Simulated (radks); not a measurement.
Values are calculated unless marked as measured or tabulated.
Task: The table gives one normalised radial function P(r) = r R(r) of Cr2+ in [Ar] 3d3.5 4f0.5 (r in bohr). Level of theory: scalar-relativistic Kohn-Sham, r2SCAN, spin-unpolarised, spherical densities, finite nucleus; meta-GGA in the generalised Kohn-Sham scheme; Fermi nuclear charge, rms radius 3.6452 fm (a radial shooting solver on a logarithmic mesh with Libxc functionals).

| r | P |
|---|---|
| 0.002803 | 0.6317 |
| 0.004352 | 0.9386 |
| 0.006758 | 1.3665 |
| 0.01041 | 1.9158 |
| 0.01616 | 2.5749 |
| 0.0251 | 3.2092 |
| 0.03897 | 3.5606 |
| 0.06051 | 3.3034 |
| 0.09395 | 2.3296 |
| 0.1459 | 1.0818 |
| 0.2265 | 0.2672 |
| 0.3517 | 0.0251 |
| 0.5461 | 0.0005 |
| 0.8479 | 0.0000 |
| 1.317 | 0.0000 |
| 2.044 | 0.0000 |
| 3.174 | 0.0000 |
| 4.928 | 0.0000 |
| 7.652 | 0.0000 |
| 11.88 | 0.0000 |
| 18.45 | 0.0000 |

Which n and l does it have? It may be an empty orbital.

Result: n = 1, l = 0: the number of nodes gives n - l - 1 = 0, the rise at small r (about r^(l+1)) gives l, and the extent must fit the shell. The curve is that of 1s. 1s: eigenvalue -5931.1 eV, 0 radial nodes, <r> = 0.0636 bohr, 90 % of the charge inside 0.114 bohr.
